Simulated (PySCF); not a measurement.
PySCF was given this input:
```python
from pyscf import gto, scf, dft

mol = gto.Mole()
mol.atom = '''
    Br   -1.637572   -0.089585    0.005101
    B    -0.015494    0.824729   -0.031273
    Br    1.639785   -0.028233   -0.000634
'''
mol.basis = 'pcseg-1'
mol.charge = 0
mol.spin = 1
mol.verbose = 4
mol.build()

mf = dft.UKS(mol)
mf.xc = 'pbe'
mf.kernel()
```

Q: What is the computed number of basis functions (PBE/pcseg-1 in PySCF)?

A: 68

Q: What total energy does PBE/pcseg-1 give?

A: -5171.7585 Eh

Q: Predict the Mulliken (on the basis functions themselves) charges in atom order from PBE/pcseg-1.

A: Br1 -0.12, B2 0.24, Br3 -0.12

Q: What dipole moment does PBE/pcseg-1 give?

A: 0.63 D

Q: Predict the <S^2> from PBE/pcseg-1.

A: 0.753

Q: Predict the nuclear repulsion energy from PBE/pcseg-1.

A: 297.2087 Eh

These values belong to the state on which the SCF converged, which isn't shown to be the lowest.
